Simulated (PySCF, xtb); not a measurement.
CH3Cl2NSi2, SMILES [Si]1(C=N[SiH2]1)(Cl)Cl.

GFN2-xTB run with xtb at its own geometry gives an orbital gap of 2.19 eV and a dipole moment of 1.47 D.

Coordinates come from a ωB97X-D3(BJ)/def2-SVP optimisation. The structure was generated by enumeration, and PubChem lists no compound with its InChIKey, so it may never have been made.

Problem. What does PBE/def2-TZVP (PySCF) give? (Estimate from the structure and the level; the computed values follow.)

Solution. gap 3.15 eV (levels -6.02 and -2.87 eV), dipole 0.53 D.
